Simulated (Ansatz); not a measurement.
Li6H7, relaxed as a quartet with UKS PBE0-D4/def2-TZVP in Ansatz, starting from the PBE0-D4/def2-TZVP geometry of the neutral doublet. Force threshold 0.02 eV/Å.

In the quartet, H8 and H11 lie 0.75 Å apart, H7 and H10 lie 0.91 Å apart (atoms count from 1), so H2 has formed as a molecule. At PBE0-D4/def2-TZVP a doublet of charge 0 lies 3.00 eV below the quartet, each at its own geometry. The structure comes from a short search, and lower isomers may exist.

Start:

```xyz
13

Li   -1.010    1.401   -0.463
Li    1.303    1.054   -1.686
Li    1.986   -1.684    0.558
Li   -0.049   -0.956   -0.823
Li    1.225    0.703    1.081
Li   -0.155   -1.357    1.701
H    -0.389    0.499   -1.886
H    -3.050    1.456   -0.566
H    -0.614    0.120    0.739
H     1.800   -0.248   -0.545
H    -2.905    2.186   -0.456
H     0.334   -2.371    0.280
H     1.524   -0.802    2.065
```

```
         step  energy (eV)  largest force component (eV/Å)  SCF passes
            1   -1335.0511                           0.560          28
            2   -1335.5036                           0.326          37
            3   -1335.7583                           0.377          25
            4   -1336.0221                           0.475          24
            5   -1336.2494                           0.580          21
            6   -1336.4887                           0.447          20
 7 (rejected)   -1336.0465                           4.107          20
            8   -1336.5671                           0.249          17
            9   -1336.6168                           0.165          17
           10   -1336.6801                           0.161          17
           11   -1336.7634                           0.136          17
           12   -1336.8314                           0.140          17
13 (rejected)   -1336.8051                           0.173          17
           14   -1336.8565                           0.049          17
15 (rejected)   -1336.8518                           0.104          17
           16   -1336.8605                           0.014          18
           17   -1336.8618                           0.019          14
           18   -1336.8630                           0.045          17
           19   -1336.8636                           0.022          13
           20   -1336.8638                           0.018          14
```

Force components are those of the run's own axes.

End:

```csv
atom,x (Å),y (Å),z (Å)
Li1,-0.945,1.101,-0.355
Li2,1.869,1.143,-1.586
Li3,2.089,-1.455,0.534
Li4,-0.525,-1.566,-0.896
Li5,1.754,1.167,1.289
Li6,-0.177,-1.076,1.487
H7,0.315,0.097,-1.560
H8,-2.985,1.593,-0.220
H9,-1.415,-0.493,0.239
H10,0.742,-0.074,-0.779
H11,-2.725,2.289,-0.343
H12,0.541,-2.301,0.276
H13,1.461,-0.426,1.914
```

Bonds lost: Li1–H7, Li3–H10 (atoms count from 1). Metal–metal contacts that move far: Li4–Li5 2.83 to 4.18 Å, Li2–Li4 2.57 to 3.68 Å.

The force fell under the threshold at step 16, but the optimiser went on and released 0.003 eV more. No frequencies were taken in this run, so the end may be a saddle point.

Run time 49 s (2 threads of Arm Neoverse V2 on a shared host).
